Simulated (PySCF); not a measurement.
How the method moves the HOMO and LUMO of `CC(C)CS[SiH3]`

Compound: C4H12SSi.
Cartesian coordinates in Å at the PBE0-D3(BJ)/def2-SVP level; atoms count from 1:
```xyz
18
C4H12SSi angstrom
C     -0.751    1.433   -0.557
C     -1.266    0.075   -0.104
C     -2.408   -0.414   -0.990
C     -0.167   -0.985   -0.066
S      1.186   -0.646    1.127
Si     2.743    0.051   -0.162
H     -1.560    2.179   -0.564
H      0.042    1.799    0.110
H     -0.339    1.378   -1.580
H     -1.650    0.182    0.927
H     -2.075   -0.527   -2.035
H     -3.245    0.301   -0.984
H     -2.796   -1.388   -0.655
H     -0.587   -1.953    0.247
H      0.260   -1.138   -1.072
H      3.973    0.089    0.681
H      2.492    1.413   -0.725
H      2.926   -0.895   -1.306
```

Basis pcSseg-1 throughout (PySCF), one geometry. Geometry: PBE0-D3(BJ)/def2-SVP, one conformer, isolated molecule.

How do the orbital energies, the gap and the dipole change with the method?

```json
{"method": "BLYP", "kind": "GGA", "HOMO (eV)": "-5.55", "LUMO (eV)": "-0.47", "gap (eV)": "5.08", "μ (D)": "1.55", "SCF cycles": "14"}
{"method": "B97-D", "kind": "GGA", "HOMO (eV)": "-5.69", "LUMO (eV)": "-0.47", "gap (eV)": "5.22", "μ (D)": "1.62", "SCF cycles": "14"}
{"method": "OPBE", "kind": "GGA", "HOMO (eV)": "-5.73", "LUMO (eV)": "-0.45", "gap (eV)": "5.28", "μ (D)": "1.70", "SCF cycles": "14"}
{"method": "PBE", "kind": "GGA", "HOMO (eV)": "-5.73", "LUMO (eV)": "-0.64", "gap (eV)": "5.09", "μ (D)": "1.62", "SCF cycles": "14"}
{"method": "KT3", "kind": "GGA", "HOMO (eV)": "-5.81", "LUMO (eV)": "-0.62", "gap (eV)": "5.19", "μ (D)": "1.59", "SCF cycles": "14"}
{"method": "KT2", "kind": "GGA", "HOMO (eV)": "-5.82", "LUMO (eV)": "-0.77", "gap (eV)": "5.05", "μ (D)": "1.61", "SCF cycles": "14"}
{"method": "LDA", "kind": "LDA", "HOMO (eV)": "-5.83", "LUMO (eV)": "-0.90", "gap (eV)": "4.93", "μ (D)": "1.64", "SCF cycles": "13"}
{"method": "BP86", "kind": "GGA", "HOMO (eV)": "-5.84", "LUMO (eV)": "-0.71", "gap (eV)": "5.13", "μ (D)": "1.65", "SCF cycles": "13"}
{"method": "B3LYP", "kind": "global hybrid", "HOMO (eV)": "-6.68", "LUMO (eV)": "0.05", "gap (eV)": "6.73", "μ (D)": "1.61", "SCF cycles": "12"}
{"method": "B97-2", "kind": "global hybrid", "HOMO (eV)": "-6.69", "LUMO (eV)": "0.24", "gap (eV)": "6.94", "μ (D)": "1.69", "SCF cycles": "12"}
{"method": "PBE0", "kind": "global hybrid", "HOMO (eV)": "-6.94", "LUMO (eV)": "0.22", "gap (eV)": "7.16", "μ (D)": "1.69", "SCF cycles": "12"}
{"method": "mPW1PW91", "kind": "global hybrid", "HOMO (eV)": "-6.96", "LUMO (eV)": "0.24", "gap (eV)": "7.20", "μ (D)": "1.70", "SCF cycles": "12"}
{"method": "BHandHLYP", "kind": "global hybrid", "HOMO (eV)": "-7.98", "LUMO (eV)": "1.18", "gap (eV)": "9.17", "μ (D)": "1.67", "SCF cycles": "12"}
{"method": "CAM-B3LYP", "kind": "range-separated hybrid", "HOMO (eV)": "-8.22", "LUMO (eV)": "1.30", "gap (eV)": "9.51", "μ (D)": "1.62", "SCF cycles": "12"}
{"method": "wB97X-D", "kind": "range-separated hybrid", "HOMO (eV)": "-8.78", "LUMO (eV)": "1.97", "gap (eV)": "10.76", "μ (D)": "1.72", "SCF cycles": "12"}
{"method": "LC-wPBE", "kind": "range-separated hybrid", "HOMO (eV)": "-9.62", "LUMO (eV)": "2.42", "gap (eV)": "12.04", "μ (D)": "1.73", "SCF cycles": "12"}
{"method": "HF", "kind": "Hartree–Fock", "HOMO (eV)": "-9.68", "LUMO (eV)": "3.54", "gap (eV)": "13.22", "μ (D)": "1.80", "SCF cycles": "10"}
```

The HOMO spans 4.13 eV, from BLYP down to HF, and the gap runs from 4.93 eV (LDA) to 13.22 eV (HF). Over the methods BLYP (0 %), B97-D (0 %), OPBE (0 %), PBE (0 %), KT3 (0 %), KT2 (0 %), LDA (0 %), BP86 (0 %), B3LYP (20 %), B97-2 (21 %), PBE0 (25 %), mPW1PW91 (25 %), BHandHLYP (50 %), HF (100 %), a straight line through the gap against the share of exact exchange rises by 0.81 eV for each 10 % (correlation coefficient 0.999). The dipole ranges from 1.55 D (BLYP) to 1.80 D (HF). This basis has no diffuse functions.

The vertical ΔSCF ionisation energy at B3LYP/def2-SVPD is 8.86 eV; −ε(HOMO) comes closest to it with wB97X-D (8.78 eV).
